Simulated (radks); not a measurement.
The nitrogen anion N-, [He] 2s2 2p4, held by a Watson sphere: a shell of charge +0.99 at radius R that stands for the Madelung well of a crystal (potential energy -0.99/R inside, -0.99/r outside, in hartree with lengths in bohr). All-electron calculation, scalar-relativistic Kohn-Sham, LDA (Slater exchange, VWN5 correlation), spin-polarised, spherical densities, finite nucleus; open shells are filled with parallel spins first; Fermi nuclear charge, rms radius of each element as measured or else 0.836 A^(1/3) + 0.57 fm. Program: a radial shooting solver on a logarithmic mesh with Libxc functionals. Response by self-consistent Sternheimer equations with the Hartree and adiabatic LDA kernel, the relativistic mass of each level held fixed and spin-orbit coupling left out. The sphere does not respond.

| R (bohr) | e(2s down) (eV) | e(2p up) (eV) | e(2p down) (eV) | <r> 2p (bohr) | sum of <r^2> (bohr^2) | X-ray form factor at sin(theta)/lambda = 0.3 1/angstrom | alpha (bohr^3) |
|---|---|---|---|---|---|---|---|
| 1.83 | -16.811 | -8.117 | -5.825 | 1.668 | 17.57 | 3.297 | 12.46 |
| 2.36 | -15.602 | -7.087 | -4.896 | 1.783 | 19.36 | 3.235 | 16.86 |
| 2.48 | -15.357 | -6.871 | -4.697 | 1.807 | 19.72 | 3.229 | 18.02 |
| 2.66 | -15.012 | -6.562 | -4.408 | 1.844 | 20.25 | 3.222 | 19.90 |
| 2.71 | -14.921 | -6.479 | -4.331 | 1.854 | 20.39 | 3.220 | 20.45 |
| 2.79 | -14.778 | -6.350 | -4.209 | 1.870 | 20.61 | 3.218 | 21.36 |
| 3.45 | -13.767 | -5.414 | -3.311 | 2.002 | 22.31 | 3.212 | 30.35 |
